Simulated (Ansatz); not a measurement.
`[SiH3][SnH]([Cl])[Cl]`, 8 atoms. Charge 0, multiplicity 1. Correlated methods include outer-core shells of Sn, which these sets cover unevenly. Sn: def2 effective core potential. All runs use 4 threads of an Arm Neoverse V2 on a shared host. Correlated methods freeze the cores.

**Question.** Give the basis size and wall time and peak host memory of each of these runs in Ansatz. RKS PBE0-D4/def2-TZVP relaxation (6 steps); RKS ωB97M-V/def2-QZVPP energy; RKS PBE0-D4/def2-TZVPP energy; RKS ωB97M-V/def2-SVP energy; RKS B97M-V/def2-TZVPP energy; RKS PBE0-D4/def2-TZVP frequencies; RKS SPW92 (LDA)/def2-TZVPP energy; RHF-CCSD(T)/def2-SVP energy; RKS r2SCAN0-D4/def2-TZVPP energy; RKS PBE0-D4/def2-SVP energy; RHF-CCSD(T)/def2-TZVPP energy; RKS PBE0-D4/def2-QZVPP energy. (Best estimate.)

**Answer.** The calculation gave: Other jobs shared the machine, so times are rough.

| level | job | functions | wall time | peak host memory (GiB) |
| --- | --- | --- | --- | --- |
| RKS SPW92 (LDA)/def2-TZVPP | energy | 232 | 1.1 s | 0.33 |
| RKS PBE0-D4/def2-SVP | energy | 100 | 1.1 s | 0.22 |
| RKS PBE0-D4/def2-TZVPP | energy | 232 | 3.1 s | 0.71 |
| RHF-CCSD(T)/def2-SVP | energy | 100 | 3.5 s | 0.39 |
| RKS ωB97M-V/def2-SVP | energy | 100 | 4.9 s | 0.34 |
| RKS r2SCAN0-D4/def2-TZVPP | energy | 232 | 5.5 s | 0.74 |
| RKS PBE0-D4/def2-QZVPP | energy | 412 | 8 s | 1.7 |
| RKS B97M-V/def2-TZVPP | energy | 232 | 8.5 s | 0.43 |
| RKS ωB97M-V/def2-QZVPP | energy | 412 | 18 s | 2 |
| RKS PBE0-D4/def2-TZVP | relaxation (6 steps) | 185 | 21 s | 0.58 |
| RKS PBE0-D4/def2-TZVP | frequencies | 185 | 110 s | 0.58 |
| RHF-CCSD(T)/def2-TZVPP | energy | 232 | 2 min | 4 |
